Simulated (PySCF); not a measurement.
## Fine-structure interval of Yb⁶⁵⁺ by level of theory

Yb⁶⁵⁺ [He] 2s2 2p1 [2p1/2^1, M_J = 1/2] → Yb⁶⁵⁺ [He] 2s2 2p1 [2p3/2^1, M_J = 3/2], as a difference of total energies. Calculation: PySCF 2.14, in an uncontracted even-tempered set (17 s from 49 bohr⁻², ratio 2.4; 13 p from 64 bohr⁻², ratio 2.4; 5 d from 210 bohr⁻², ratio 2.6; 4 f from 310 bohr⁻², ratio 2.6); the two-component X2C-1e Hamiltonian. Correlated levels: nothing frozen; the 30 highest virtual spinors dropped. "Screened" scales the spin-orbit matrix elements by Boettger's factors to mimic the two-electron term; Breit and QED terms are absent.

```tsv
method	fine-structure interval (cm⁻¹)
GHF (screened spin-orbit)	9262700
GMP2 (screened spin-orbit)	9245100
GHF (bare spin-orbit)	9562900
```
